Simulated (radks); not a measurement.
Results of a calculation; reference values are marked as such.
Effect of the nuclear size on neutral magnesium, [Ne] 3s2. Level of theory: Dirac Kohn-Sham, relativistic LDA (MacDonald-Vosko exchange, VWN5 correlation), spin-unpolarised, spherical densities, finite nucleus; Fermi nuclear charge, rms radius 3.057 fm (a radial shooting solver on a logarithmic mesh with Libxc functionals). The rms radius is varied about that value; shifts are against it.

rms radius (fm),total energy shift (eV),density at nucleus (e/bohr^3),1s1/2 shift (meV)
2.5526,-0.000792,1149,-0.328
2.9469,-0.000185,1147,-0.076
3.057,0,1147,0.000
3.2221,0.000290,1146,0.120
3.5553,0.000920,1145,0.381

Slopes of the eigenvalues against <r^2> in GHz/fm^2, as finite differences over the two radii next to the reference (eigenvalue slopes, not the field-shift constants of lines): 1s1/2 27.9.
